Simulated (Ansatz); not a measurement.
Two isomers of CH8AlFSi2: A = `F[SiH]([SiH3])[CH2][AlH2]`, B = `F[CH2][Al]([SiH3])[SiH3]`.

Computed with Ansatz on PBE0-D4/def2-TZVP structures; ΔE is electronic, products minus reactants. CCSD(T)/CBS adds triple-zeta CCSD(T) − MP2 to the extrapolated MP2 energy (def2 sets, frozen cores). DFT in def2-TZVPP. B3LYP here is the variant with VWN-RPA as its local correlation; programs differ in this. One conformer a species, not always the lowest.

Problem. Which is lower in electronic energy at CCSD(T)/CBS, and by how much? (Estimate.)

Solution. The calculation gave: A, by 253.9 kJ/mol.

Problem. Give E(B) − E(A) in kJ/mol with HF/def2-TZVPP, PBE-D4, CCSD(T)/def2-TZVPP, B2PLYP, B3LYP-D4, PBE0-D4, ωB97M-V. (An estimate is asked.)

Solution. The calculation gave: HF/def2-TZVPP 234.7, PBE-D4 227.5, CCSD(T)/def2-TZVPP 246.8, B2PLYP 243.6, B3LYP-D4 239.4, PBE0-D4 237.2, ωB97M-V 257.6. None reverses the order clearly.

Largest T1 diagnostic: 0.013.

The D4 term adds +11.9 kJ/mol with B3LYP and +5.9 kJ/mol with PBE0; it sums over pairs of atoms, weighted by their polarisabilities, and B3LYP, whose exchange is more repulsive, gets the larger term. In def2-TZVPP, CCSD(T) changes the Hartree–Fock value by +12.1 kJ/mol (the triples alone add +1.8 kJ/mol) and MP2 by +34.4 kJ/mol.
